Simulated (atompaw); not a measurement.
Pseudopotential generation for Zn: PAW (atompaw), PBE, scalar-relativistic.

Input for atompaw 4.2.0.5:

```
Zn 30
GGA-PBE scalarrelativistic loggrid 1500 logderivrange -13 5 451
4 4 3 0 0 0
4 0 0
4 1 0
0 0 0
c
c
v
v
c
v
v
v
2
1.25 1.00 1.20 0.85
n
n
y
-1.25
n
modrrkj vanderbiltortho besselshape
bessel
0.90
1.25
0.80
1.25
1.25
1.25
PWSCFOUT
UPFDX 0.0125d0 UPFXMIN -7.d0 UPFZMESH 30.d0
END
```

Command:

```bash
atompaw < Zn.input > Zn.log
```

The program printed (summary file):

```
Completed calculations for Zn (AE)

 Exchange-correlation type: GGA, Perdew-Burke-Ernzerhof

 Radial integration grid is logarithmic
 r0 =   2.7940573E-04 h =   8.3821719E-03   n =      1500 rmax =   8.0000000E+01

 Scalar relativistic calculation

 AEatom converged in  34 iterations
   nz     =  30.00
   delta  =       8.666497524901E-17

 All Electron Orbital energies:
  n  l      occupancy      energy
  1  0      2.0000000E+00 -7.0167516E+02
  2  0      2.0000000E+00 -8.6644151E+01
  3  0      2.0000000E+00 -1.1033127E+01
  4  0      0.0000000E+00 -1.6925323E+00
  2  1      6.0000000E+00 -7.5306148E+01
  3  1      6.0000000E+00 -7.6665043E+00
  4  1      0.0000000E+00 -1.1507141E+00
  3  2      1.0000000E+01 -2.2678777E+00

 Total energy
   Total                    :    -3589.95524268316103

 ---
 Completed calculations for Zn (SC)

 Exchange-correlation type: GGA, Perdew-Burke-Ernzerhof

 Radial integration grid is logarithmic
 r0 =   2.7940573E-04 h =   8.3821719E-03   n =      1500 rmax =   8.0000000E+01

 Scalar relativistic calculation

 SCatom converged in   2 iterations
   nz     =  30.00
   delta  =       1.301185714991E-17

 Valence Electron Orbital energies:
  n  l      occupancy      energy
   3  0      2.0000000E+00 -1.1033127E+01
   4  0      0.0000000E+00 -1.6925323E+00
   3  1      6.0000000E+00 -7.6665043E+00
   4  1      0.0000000E+00 -1.1507141E+00
   3  2      1.0000000E+01 -2.2678777E+00

 Total energy
   Total                    :    -3589.95524268450390
   Valence                  :     -547.77613824881780

 PAW parameters:
       lmax =            2
         rc =    1.2513833210384362
        irc =         1004
   rc_shape =    1.0062783815938710
    rc_vloc =    1.2000091477965622
    rc_core =   0.85092153087166977
   Vloc: truncated form - Vps(r)=A.sin(qr)/r for r<rc
   Projector type: modified RKKJ projectors + Vanderbilt ortho.
   Bessel compensation charge shape zeroed at   1.0063E+00

 Number of basis functions     6
 No.   n  nodes  l      Energy         Cp coeff         Occ
  1    3    2    0   -0.1103313E+02 -0.3176770E+00  0.2000000E+01
  2    4    3    0   -0.1692532E+01 -0.1589315E+02  0.0000000E+00
  3    3    1    1   -0.7666504E+01 -0.3265180E+00  0.6000000E+01
  4    4    2    1   -0.1150714E+01 -0.2509649E+02  0.0000000E+00
  5    3    0    2   -0.2267878E+01  0.3725225E+00  0.1000000E+02
  6  999    1    2   -0.1250000E+01  0.6860099E-02  0.0000000E+00

 Eigenvalues of overlap operator (in the basis of projectors):
    1        1.02838603E-02
    2        5.96822766E-01
    3        6.77201119E-01
    4        1.06010598E+01
    5        5.33747838E+01
    6        3.18568390E+03

 Orbital leakage outside PAW augmentation regions
   orb  is_core?  %out_of_sphere
   1 0    T          -0.00
   2 0    T           0.00
   3 0    F           3.02
   4 0    F          92.26
   2 1    T           0.00
   3 1    F           5.25
   4 1    F          95.95
   3 2    F          18.53

 Summary of PAW energies
   Total valence energy     :   -547.77734201505382
   Smooth energy            :    314.94379113876943
   One center               :   -862.72113315382319
   Smooth kinetic           :    131.97152967202112
   Vloc energy              :     99.82905110619863
   Smooth exch-corr         :    -27.29462092705741
   One-center xc            :   -114.86064580625190
```

The run took about 4 s on one core of a shared server CPU.
